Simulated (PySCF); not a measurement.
ReO₃F, SMILES [F][Re](=[O])(=[O])=[O], multiplicity 1. Coordinates come from a PBE-D3(BJ)/def2-SVP optimisation. The multiplicity is an assumed one; other spin states were not compared. The def2 effective core potentials stand for the cores of Re; spin–orbit coupling is left out.

Computed equilibrium geometry at PBE-D3(BJ)/def2-SVP (PySCF confirms it by a frequency run) as a Z-matrix, and its point group:
point group C3v.
```
Re
O 1 1.7136
O 1 1.7136 2 107.87
O 1 1.7136 2 107.87 3 -116.28
F 1 1.8659 2 111.03 3 121.86
```
Charge 0, spin multiplicity 1.
